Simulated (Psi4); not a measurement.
Psi4 was given this input:
```
memory 2 GB

molecule mol {
1 2
  Si   -0.270919   -0.356726    0.337084
  H    -1.036664   -1.365046   -0.396130
  F     0.536614    0.706579   -0.480339
}

set basis 3-21g
set reference uhf
set stability_analysis follow
set scf_type pk

energy('scf')
print_variables()
```

Problem. What <S^2> does HF/3-21G in Psi4 give?

Solution. 0.760

Problem. Estimate the nuclear repulsion energy that HF/3-21G returns for this input.

Solution. 49.4835 Eh

Problem. Estimate the total energy that HF/3-21G returns for this input.

Solution. -386.5637 Eh

These values belong to the state on which the SCF converged, which isn't shown to be the lowest.
